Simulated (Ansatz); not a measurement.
Calculated with Ansatz (gas phase, PBE0-D4/def2-TZVP geometries, no zero-point term in ΔE). CCSD(T)/CBS is the MP2 limit (def2-TZVPP, def2-QZVPP) plus CCSD(T) − MP2 in def2-TZVPP, frozen cores. This one scheme is used for every species. DFT in def2-TZVPP. B3LYP here is the variant with VWN-RPA as its local correlation; programs differ in this. HSE06 is defined as in plane-wave codes. For Ge outer-core shells are correlated without core-valence functions, which leaves a few kJ/mol of doubt a bond. Scalar relativity is left out up to krypton. Each species was taken in one conformer, which may not be the lowest.

Reaction (ligand exchange at a Ge–C bond): `[CH3][GeH2][CH3]` + CH₃OH → `C[O][GeH2][CH3]` + CH₄

```json
{"level": "LDA (SPW92)", "ΔE (kJ/mol)": "-45.0", "difference from CCSD(T)/CBS": "3.7"}
{"level": "PBE-D4", "ΔE (kJ/mol)": "-46.5", "difference from CCSD(T)/CBS": "2.2"}
{"level": "revPBE-D4", "ΔE (kJ/mol)": "-47.7", "difference from CCSD(T)/CBS": "1.0"}
{"level": "BLYP-D4", "ΔE (kJ/mol)": "-56.3", "difference from CCSD(T)/CBS": "-7.6"}
{"level": "B97M-V", "ΔE (kJ/mol)": "-58.7", "difference from CCSD(T)/CBS": "-10.0"}
{"level": "PBE0-D4", "ΔE (kJ/mol)": "-45.0", "difference from CCSD(T)/CBS": "3.7"}
{"level": "B3LYP-D4", "ΔE (kJ/mol)": "-54.4", "difference from CCSD(T)/CBS": "-5.7"}
{"level": "r2SCANh-D4", "ΔE (kJ/mol)": "-51.8", "difference from CCSD(T)/CBS": "-3.1"}
{"level": "r2SCAN0-D4", "ΔE (kJ/mol)": "-50.0", "difference from CCSD(T)/CBS": "-1.3"}
{"level": "HSE06-D4", "ΔE (kJ/mol)": "-44.9", "difference from CCSD(T)/CBS": "3.8"}
{"level": "BHLYP-D4", "ΔE (kJ/mol)": "-55.5", "difference from CCSD(T)/CBS": "-6.8"}
{"level": "CAM-B3LYP-D4", "ΔE (kJ/mol)": "-55.1", "difference from CCSD(T)/CBS": "-6.4"}
{"level": "ωB97M-V", "ΔE (kJ/mol)": "-49.8", "difference from CCSD(T)/CBS": "-1.1"}
{"level": "B2PLYP", "ΔE (kJ/mol)": "-53.7", "difference from CCSD(T)/CBS": "-5.0"}
{"level": "PBE-QIDH", "ΔE (kJ/mol)": "-47.1", "difference from CCSD(T)/CBS": "1.6"}
{"level": "PBE", "ΔE (kJ/mol)": "-45.4", "difference from CCSD(T)/CBS": "3.3"}
{"level": "revPBE", "ΔE (kJ/mol)": "-44.7", "difference from CCSD(T)/CBS": "4.0"}
{"level": "BLYP", "ΔE (kJ/mol)": "-54.0", "difference from CCSD(T)/CBS": "-5.3"}
{"level": "PBE0", "ΔE (kJ/mol)": "-44.0", "difference from CCSD(T)/CBS": "4.7"}
{"level": "B3LYP", "ΔE (kJ/mol)": "-52.6", "difference from CCSD(T)/CBS": "-3.9"}
{"level": "r2SCANh", "ΔE (kJ/mol)": "-51.4", "difference from CCSD(T)/CBS": "-2.7"}
{"level": "r2SCAN0", "ΔE (kJ/mol)": "-49.6", "difference from CCSD(T)/CBS": "-0.9"}
{"level": "HSE06", "ΔE (kJ/mol)": "-44.0", "difference from CCSD(T)/CBS": "4.7"}
{"level": "BHLYP", "ΔE (kJ/mol)": "-54.1", "difference from CCSD(T)/CBS": "-5.4"}
{"level": "CAM-B3LYP", "ΔE (kJ/mol)": "-54.1", "difference from CCSD(T)/CBS": "-5.4"}
{"level": "LC-ωPBE", "ΔE (kJ/mol)": "-45.9", "difference from CCSD(T)/CBS": "2.8"}
{"level": "RPA@PBE/def2-TZVPP", "ΔE (kJ/mol)": "-49.4", "difference from CCSD(T)/CBS": "-0.7"}
{"level": "HF/def2-SVP", "ΔE (kJ/mol)": "-58.2", "difference from CCSD(T)/CBS": "-9.5"}
{"level": "MP2/def2-SVP", "ΔE (kJ/mol)": "-59.7", "difference from CCSD(T)/CBS": "-11.0"}
{"level": "CCSD(T)/def2-SVP", "ΔE (kJ/mol)": "-58.8", "difference from CCSD(T)/CBS": "-10.1"}
{"level": "HF/def2-TZVPP", "ΔE (kJ/mol)": "-58.5", "difference from CCSD(T)/CBS": "-9.8"}
{"level": "MP2/def2-TZVPP", "ΔE (kJ/mol)": "-50.4", "difference from CCSD(T)/CBS": "-1.7"}
{"level": "SCS-MP2/def2-TZVPP", "ΔE (kJ/mol)": "-53.5", "difference from CCSD(T)/CBS": "-4.8"}
{"level": "CCSD/def2-TZVPP", "ΔE (kJ/mol)": "-49.1", "difference from CCSD(T)/CBS": "-0.4"}
{"level": "HF/def2-QZVPP", "ΔE (kJ/mol)": "-59.4", "difference from CCSD(T)/CBS": "-10.7"}
{"level": "MP2/def2-QZVPP", "ΔE (kJ/mol)": "-50.3", "difference from CCSD(T)/CBS": "-1.6"}
{"level": "SCS-MP2/def2-QZVPP", "ΔE (kJ/mol)": "-53.3", "difference from CCSD(T)/CBS": "-4.6"}
{"level": "HF/CBS(def2)", "ΔE (kJ/mol)": "-59.5", "difference from CCSD(T)/CBS": "-10.8"}
{"level": "MP2/CBS(def2)", "ΔE (kJ/mol)": "-49.7", "difference from CCSD(T)/CBS": "-1.0"}
{"level": "CCSD/CBS(def2)", "ΔE (kJ/mol)": "-48.3", "difference from CCSD(T)/CBS": "0.4"}
{"level": "CCSD(T)/CBS", "ΔE (kJ/mol)": "-48.7", "difference from CCSD(T)/CBS": "0"}
```

Largest T1 diagnostic among the species: 0.011.

Leaving LDA and LC-ωPBE aside and taking each functional with its dispersion term where it has one, the values spread over 13.8 kJ/mol, from B97M-V to HSE06-D4. From r2SCAN to r2SCAN0 (25 % exact exchange), in def2-TZVPP and without D4, ΔE moves by +3.2 kJ/mol.
